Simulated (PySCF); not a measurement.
# From computed data to an observable: dipole moment from atomic charges

Al(F)(H)(NCO) (CHAlFNO), SMILES O=C=[N][AlH][F]. Atoms are numbered in the order given.

```xyz
6

Al     0.4924    -1.1991     0.0000
F     -0.8359    -2.1955     0.0000
H      1.9259    -1.8125     0.0000
N      0.2000     0.5437     0.0000
C     -0.0325     1.7256     0.0000
O     -0.2511     2.8750     0.0000
```

The structure is a stationary point at B3LYP-D3(BJ)/def2-SVP. One conformer was computed; it need not be the lowest.

Charges (e) from ωB97X/def2-TZVP (PySCF):

```json
[
 {"atom": "Al1", "IAO": "1.248", "Mulliken": "0.665"},
 {"atom": "F2", "IAO": "-0.574", "Mulliken": "-0.345"},
 {"atom": "H3", "IAO": "-0.222", "Mulliken": "-0.087"},
 {"atom": "N4", "IAO": "-0.649", "Mulliken": "-0.440"},
 {"atom": "C5", "IAO": "0.574", "Mulliken": "0.472"},
 {"atom": "O6", "IAO": "-0.378", "Mulliken": "-0.265"}
]
```

The dipole moment of the full density is 1.78 D.

### Question
What dipole moment does each set of point charges give, and which comes closer to that of the density?

### Answer

μ = Σ q r, and 1 e Å = 4.8032 D.
IAO: Σ q r = (0.613, -0.283, 0.000) e Å, |μ| = 3.24 D.
Mulliken: Σ q r = (0.411, -0.069, 0.000) e Å, |μ| = 2.00 D.
Mulliken comes closer in size. Point charges leave out the atoms' own dipoles (lone pairs, polarised bonds); fits to the potential absorb them, partitions of the density don't.
